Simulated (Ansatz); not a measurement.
`OC1[SiH2]CB1F`, charge 0, multiplicity 1.

**Question.** Give a relaxed structure at PBE0-D4/def2-TZVP (Ansatz). (Estimate.)

**Answer.** The calculation gave: 
Z-matrix (Å, degrees):
```
Si
C 1 1.938
B 1 2.271 2 42.7
C 1 1.894 2 81.1 3 -23.7
H 1 1.486 2 116.4 3 -141.0
H 1 1.484 2 114.2 3 88.2
O 2 1.395 1 130.1 3 -122.8
H 2 1.108 1 99.4 3 105.1
F 3 1.323 1 140.2 2 109.0
H 4 1.087 1 121.5 2 141.2
H 4 1.093 1 108.8 2 -89.5
H 7 0.959 2 109.2 1 -67.1
```
This is one stationary point; other conformers may exist.
